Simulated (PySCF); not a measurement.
A structure optimised at B3LYP-D3(BJ)/def2-SVP, used in a PySCF frequency run:

```xyz
8

Ga     0.0591    -0.7688     0.0000
Br    -0.1078     1.5474     0.0000
C     -1.4883    -1.9632     0.0000
H     -2.1042    -1.7731     0.8916
H     -1.1517    -3.0095     0.0000
H     -2.1042    -1.7731    -0.8916
O      1.7267    -1.4072     0.0000
H      2.4180    -0.7319     0.0000
```
Charge 0, spin multiplicity 1.

**Question.** Write its SMILES, formula and point group.

**Answer.** [CH3][Ga]([OH])[Br], CH₄BrGaO, Cs

**Question.** What are its rotational constants (standard atomic weights)?

**Answer.** 5.4536, 1.5448, 1.2131 GHz
